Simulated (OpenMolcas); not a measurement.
Mo5+ (d1) among equal point charges was computed by CASSCF with the d shell active (OpenMolcas, ANO-RCC-VDZP on the metal). Its lowest spin-free states, and all those of the highest spin:

| 2S+1 | Degeneracy | E (cm-1) |
| --- | --- | --- |
| 2 | 2 | 0.0 |
| 2 | 1 | 2584 |
| 2 | 1 | 5946 |
| 2 | 1 | 15144 |

**Question.** Is the site octahedral, tetrahedral or cube-like, axial, or of lower symmetry?

**Answer.** The states with 2S+1 = 2 have orbital degeneracies 2, 1, 1, 1. There are pairs but no triples, so the site is axial: not cubic, but with a proper or improper axis of order three or more. The run had Mo5+ among 5 point charges of -2 e arranged as a square pyramid (C4v), 2 Å from the ion, with the axial distance 1.820 Å.

An orbital doublet at a regular site is open to a Jahn-Teller distortion, which this geometry leaves out. This is an electrostatic model: the charges have no orbitals. An unlabelled pair can be two single states that coincide in this model. No measured value stands beside these numbers.
